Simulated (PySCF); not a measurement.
A calculated (UHF, PySCF 2.14, aug-cc-pVDZ-DK, the spin-free X2C one-electron Hamiltonian (Gaussian nucleus)) atom or ion has these occupied shells.

```csv
shell,electrons,orbital energy (eV),"rms radius, mean of both spins (bohr)"
1s α,1,-14429.4,0.0478
1s β,1,-14429.1,0.0478
2s α,1,-1986.3,0.199
2s β,1,-1986.1,0.199
2p α,3,-1754.4,0.177
2p β,3,-1754.0,0.177
3s α,1,-331.11,0.565
3s β,1,-330.45,0.565
3p α,3,-254.72,0.581
3p β,3,-253.86,0.581
3d α,5,-127.52,0.611
3d β,5,-127.05,0.611
4s α,1,-57.543,1.62
4s β,1,-50.678,1.62
4p α,3,-37.877,1.88
4p β,1,-34.977,1.88
```

Q: Name the element and its charge.

A: Kr²⁺ (krypton, charge +2), in [Ar] 3d10 4s2 4p4, high-spin 3P determinant.
